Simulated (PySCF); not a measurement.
Computed structure and properties of Sm2S3

System: Sm2S3 (singlet in the valence; each metal's 4f electrons, 5 of them, lie in its core potential, out of spins and levels); start: displaced along the imaginary mode (C2v). Method: PySCF 2.14.0, RKS BP86, Sm lcecp-1-SVP with ECP51, S def2-SVP; non-relativistic Hamiltonian with scalar-relativistic core potentials where named; density fitting; no spin-orbit coupling.

Input of the relaxation:

```python
mol = gto.M(atom='''
Sm    -0.02929    -0.04974     2.71236
Sm    -0.02929    -0.04974    -2.71236
S      0.12687     0.21542     0.00000
S      0.07576     0.12864     5.12561
S      0.07576     0.12864    -5.12561''',
    basis={'Sm': 'lcecp-1-SVP', 'S': 'def2-SVP'},
    ecp={'Sm': 'lcecp-1-SVP'},
    charge=0, spin=0)
mf = dft.RKS(mol, xc='B88,P86')
mf.grids.atom_grid = (50, 194)  # f atoms: unpruned, at least (60, 302)
mf = mf.density_fit()  # fitting sets: Sm AutoAux, S def2-universal-JKFIT
mf.conv_tol = 1e-08; mf.max_cycle = 55
mf.kernel(dm0)  # dm0: converged density of the start geometry
# quasi-Newton relaxation in Cartesian coordinates to a largest gradient under 0.00045 Eh/bohr, steps kept in the point group
```

Run from Python with OMP_NUM_THREADS=2; the lines above give its settings. Where DIIS fails, smearing, a level shift and second-order steps follow.
It took 4.3 min on 2 threads of Arm Neoverse V2 (shared host), from the converged density of the start.

Course of the relaxation:

```tsv
step	energy above end (eV)	largest force component within the symmetry (eV/Å)
0	1.1107	0.248
1	1.0647	0.278
2	1.0094	0.312
3	0.9429	0.315
4	0.8708	0.400
5	0.6613	1.351
6	0.6050	0.905
7	0.4807	0.521
30	0.0119	0.165
31	0.0066	0.129
32	0.0018	0.049
33	0.0003	0.043
34	0.0000	0.011
35	0.0000	0.006
```
(The steps between are left out.)

Relaxed geometry (C2v):

```xyz
5

Sm   -0.3419   -0.5806    2.4456
Sm   -0.3419   -0.5806   -2.4456
S    -0.8126   -1.3798    0.0000
S     0.8581    1.4571    2.6726
S     0.8581    1.4571   -2.6726
```

```json
{"contact": "Sm1–S3 (S)", "Å": "2.616"}
{"contact": "Sm1–S4 (S)", "Å": "2.376"}
{"contact": "Sm2–S5 (S)", "Å": "2.376"}
```

On the finer grid (75, 302):

The HOMO is -4.63 eV, the LUMO is -2.85 eV and the dipole about the centre of mass is 11.29 D. The set of Mulliken populations of Sm1 outside the core potential is s 2.29, p 6.27, d 1.84, f 0.03 and the D3(BJ) dispersion energy (not in the energies) is -0.463 eV.

| atom | Mulliken (e) | Löwdin (e) | spin (e) |
| --- | --- | --- | --- |
| Sm1 | 0.56 | 0.02 | 0.00 |
| Sm2 | 0.56 | 0.02 | 0.00 |
| S3 | -0.54 | 0.00 | 0.00 |
| S4 | -0.29 | -0.02 | 0.00 |
| S5 | -0.29 | -0.02 | 0.00 |

The 4f levels lie in the core potential and are missing. Their spin isn't counted.

On the grid (50, 194), as all that follows. Harmonic modes: 1 unstable but soft, so probably a saddle point, though modes this soft are near the noise (counted below −25 cm⁻¹); lowest -35 cm⁻¹ (negative: unstable), highest 435 cm⁻¹, zero-point energy 0.101 eV.

Rigid scan of S along the line from its metal:

```csv
distance to S3 (Å),energy (eV)
2.32,0.691
2.42,0.284
2.52,0.066
2.62,0.000
2.72,0.060
2.82,0.233
2.92,0.510
3.07,1.118
```

One start shape was tried, so this needn't be the lowest isomer.

An lcecp potential fixes the number of 4f electrons, so in runs with it no electron can move into or out of that shell.
